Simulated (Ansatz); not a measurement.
`[SeH][SiH]1CS1` + `C[O][GeH]([F])[Cl]` → `C[O][Ge]([F])([Cl])[SeH]` + `C1[SiH2]S1`  (formal exchange of groups at the Se–Si bond)

Computed with Ansatz on PBE0-D4/def2-TZVP structures; ΔE is electronic, products minus reactants. CCSD(T)/CBS adds triple-zeta CCSD(T) − MP2 to the extrapolated MP2 energy (def2 sets, frozen cores). Functionals use def2-TZVPP. B3LYP here is the variant with VWN-RPA as its local correlation; programs differ in this. For Ge, Se outer-core shells are correlated without core-valence functions, which leaves a few kJ/mol of doubt a bond. Scalar relativity is left out up to krypton. One conformer a species, not always the lowest.

Task: Is it downhill or uphill in electronic energy at CCSD(T)/CBS, and by how much? (Estimate.)

Result: Computed: Uphill: ΔE = +4.0 kJ/mol.

Task: What do these levels give: PBE-D4, r2SCAN-D4, PBE0-D4, B3LYP-D4, PBE, r2SCAN, B3LYP, MP2/def2-TZVPP, CCSD/def2-TZVPP, CCSD(T)/def2-TZVPP, HF/CBS(def2), MP2/CBS(def2)? (Estimate.)

Result: Ansatz gave: PBE-D4 2.8, r2SCAN-D4 3.3, PBE0-D4 4.2, B3LYP-D4 -0.2, PBE 3.5, r2SCAN 3.5, B3LYP 0.8, MP2/def2-TZVPP 3.0, CCSD/def2-TZVPP 1.3, CCSD(T)/def2-TZVPP 1.1, HF/CBS(def2) 3.6, MP2/CBS(def2) 5.9 kJ/mol.

Largest T1 diagnostic among the species: 0.012.
